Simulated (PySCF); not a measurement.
**Excited states of Sb⁴⁷⁺ (antimony, charge +47)**

Ground state [He] 2s2, ¹S. All numbers are calculated (PySCF 2.14, the spin-free X2C one-electron Hamiltonian (Gaussian nucleus), in an uncontracted even-tempered set (18 s from 3.84 bohr⁻², ratio 2.5; 9 p from 4.94 bohr⁻², ratio 2.7; 8 d from 5.59 bohr⁻², ratio 2.7; 4 f from 160 bohr⁻², ratio 2.7)). Vertical excitation energies in eV without spin-orbit coupling; excited terms of each kind are numbered among those the solver found. Frozen: nothing.

```tsv
term	leading excitation	EOM-EE-CCSD
1 3P°	2s → p	290.28
1 1P°	2s → p	372.42
```

The spin-orbit splitting of the hole, absent here, rivals or exceeds the spacing of these terms, so the LS terms are model states.

Only the lower part of the computed list is shown. Doubly excited terms such as np² are absent. The solver can miss terms. The 7 highest virtual orbitals were dropped.
